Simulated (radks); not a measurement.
The numbers below are computed, except where a source is named.
Ionisation of neutral selenium, [Ar] 3d10 4s2 4p4, to Se+, [Ar] 3d10 4s2 4p3, under several functionals. Scalar-relativistic Kohn-Sham, spin-polarised, spherical densities, point nucleus; open shells are filled with parallel spins first; a radial shooting solver on a logarithmic mesh with Libxc functionals. The NIST Atomic Spectra Database gives 9.752 eV (measured). Rank these functionals by the error of their Delta-SCF ionisation energy: Wu-Cohen GGA; B86b exchange with PBE correlation; exchange-only LDA; PBEsol; exchange-only PBE; LDA (Slater exchange, Perdew-Zunger correlation).

Answer. From best to worst: Wu-Cohen GGA 9.557 eV (-0.196); B86b exchange with PBE correlation 9.551 eV (-0.202); LDA (Slater exchange, Perdew-Zunger correlation) 9.964 eV (+0.211); PBEsol 9.518 eV (-0.235); exchange-only PBE 8.398 eV (-1.354); exchange-only LDA 8.245 eV (-1.508). Open shells are spherical and high-spin; term and fine-structure splittings are not resolved.
